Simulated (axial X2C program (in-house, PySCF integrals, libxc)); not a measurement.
**Excited states of TiN⁻ by EOM-EE-CCSD**

Calculated with an in-house all-electron X2C program for linear molecules (integrals from PySCF): two-component X2C with atomic mean-field Coulomb and Gaunt terms, Gaussian nuclei, basis Ti dyall-acv3z, N dyall-av3z with contracted cores.

R = 1.569 Å (near the PBE0 minimum at charge -1 of the determinant lowest at the starting distance; the state shown can have its own minimum elsewhere).

Hartree–Fock spinors of TiN⁻ (one of each Kramers pair; a window near the gap, which can cut inner shells):

```tsv
ω	occupied	ε (eV)	character
1/2	yes	-19.70	59% N s, 18% Ti d, 11% Ti p
1/2	yes	-5.75	48% N p, 39% Ti d, 6% N s
1/2	yes	-5.59	59% N p, 30% Ti d, 5% Ti p
3/2	yes	-5.58	59% N p, 30% Ti d, 5% Ti p
1/2	yes	-1.18	62% Ti s, 17% Ti p, 12% N p
3/2	no	2.00	100% Ti p
1/2	no	2.00	100% Ti p
1/2	no	2.04	100% Ti p
1/2	no	2.51	98% Ti s
1/2	no	4.01	88% Ti p, 7% N p, 4% Ti d
3/2	no	4.01	88% Ti p, 7% N p, 4% Ti d
```

Vertical excitation energies from the closed-shell determinant state of TiN⁻:

| Ω | excitation (eV) | cm⁻¹ | hole of the leading pair | particle of the leading pair | weight of the pair (for Ω = 0 its time-reversed partner can hold as much again) | singles weight |
| --- | --- | --- | --- | --- | --- | --- |
| 0⁻ | 1.159 | 9351 | 62% Ti sσ, 16% Ti pσ, 12% N pσ | 69% Ti pπ, 21% Ti dπ, 9% N pπ | 0.50 | 0.97 |
| 0⁺ | 1.159 | 9351 | 62% Ti sσ, 16% Ti pσ, 12% N pσ | 69% Ti pπ, 21% Ti dπ, 9% N pπ | 0.50 | 0.97 |
| 1 | 1.164 | 9392 | 62% Ti sσ, 16% Ti pσ, 12% N pσ | 69% Ti pπ, 21% Ti dπ, 9% N pπ | 0.49 | 0.97 |
| 2 | 1.169 | 9433 | 62% Ti sσ, 16% Ti pσ, 12% N pσ | 69% Ti pπ, 21% Ti dπ, 9% N pπ | 0.97 | 0.97 |
| 1 | 1.652 | 13328 | 62% Ti sσ, 17% Ti pσ, 12% N pσ | 49% Ti pσ, 41% Ti sσ | 0.96 | 0.96 |
| 0⁻ | 1.652 | 13328 | 62% Ti sσ, 17% Ti pσ, 12% N pσ | 49% Ti pσ, 41% Ti sσ | 0.48 | 0.96 |
| 1 | 1.766 | 14244 | 62% Ti sσ, 17% Ti pσ, 12% N pσ | 98% Ti pπ | 0.48 | 0.95 |
| 0⁺ | 1.803 | 14542 | 62% Ti sσ, 17% Ti pσ, 12% N pσ | 81% Ti pσ, 17% Ti sσ | 0.47 | 0.95 |
| 0 | 1.901 | 15331 | 62% Ti sσ, 17% Ti pσ, 12% N pσ | 96% Ti pπ | 0.95 | 0.96 |
| 1 | 1.902 | 15339 | 62% Ti sσ, 17% Ti pσ, 12% N pσ | 96% Ti pπ | 0.48 | 0.96 |
| 2 | 1.903 | 15346 | 62% Ti sσ, 17% Ti pσ, 12% N pσ | 96% Ti pπ | 0.96 | 0.96 |

This point took 53 s on 1 thread of Intel(R) Xeon(R) 6975P-C (Granite Rapids) (shared host).

Reference electrons by ω block (each with its −ω partner): 1/2: 12, 3/2: 3. 18 electrons of TiN⁻ correlated (inner shells frozen), 84 natural virtual spinors (a truncated set); levels can be off by some tenths of an eV. Roots sought by Ω: (0: 5, 1: 4, 2: 3, 3: 1); rows need 60 % singles weight and stop where some Ω has no more roots. Missing are any skipped roots, higher Ω and states of a further excitation; these come out far too high here and may in truth be low or lowest. T1 of the reference 0.033 (Lee–Taylor). The highest Hartree–Fock level of the anion lies at -1.18 eV; relaxation, partly offset by correlation, puts the detachment threshold some tenths of an eV to over one eV lower in magnitude, and states above it are held by the basis set and are not bound. Number of frozen shells: Ti 2 s, 1 p; N 1 s. Large amplitudes in the reference (orbital relaxation or multireference character) lower the reliability.
